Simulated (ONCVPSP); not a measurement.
**u(r) = r·R(r): atom against pseudo-atom (technetium (Tc))**

Columns: radius, all-electron u(r) and pseudo u(r) of the 4d shell (level -6.67 eV) of technetium in the configuration [Kr] 4d5 5s2; PBEsol, scalar-relativistic, ONCV scheme, ONCVPSP 4.0.1.

```tsv
r (bohr)	all-electron	pseudo
0.185	-0.3364	0.0133
0.370	-0.2723	0.0944
0.555	0.1119	0.2628
0.740	0.4594	0.4781
0.925	0.6789	0.6719
1.110	0.7818	0.7922
1.295	0.8042	0.8272
1.480	0.7787	0.7990
1.665	0.7281	0.7389
1.850	0.6664	0.6700
2.035	0.6020	0.6026
2.220	0.5393	0.5393
2.405	0.4805	0.4805
2.590	0.4265	0.4265
2.775	0.3777	0.3777
2.960	0.3337	0.3337
3.145	0.2945	0.2945
3.330	0.2595	0.2595
3.515	0.2284	0.2284
3.700	0.2009	0.2009
3.885	0.1765	0.1765
4.070	0.1549	0.1549
4.255	0.1359	0.1359
4.440	0.1191	0.1191
4.625	0.1044	0.1044
4.810	0.0914	0.0914
```

Q: How many radial nodes do the two functions have?

A: The all-electron 4d function has n − l − 1 = 1; the pseudo-wave has 0, since the states of the same l below it are removed with the core.

Q: At about which radius was the pseudo-wave matched?

A: 2.40 bohr, where the columns begin to agree (steps of 0.18 bohr).

Q: Where does each function peak?

A: Outermost all-electron maximum near 1.29 bohr, pseudo maximum near 1.29 bohr (to the table’s step).

Q: Is the pseudo-wave norm-conserving?

A: Yes: the ONCV scheme keeps the norm inside the radius equal to the all-electron one, which fixes the energy derivative of the logarithmic derivative at the level.
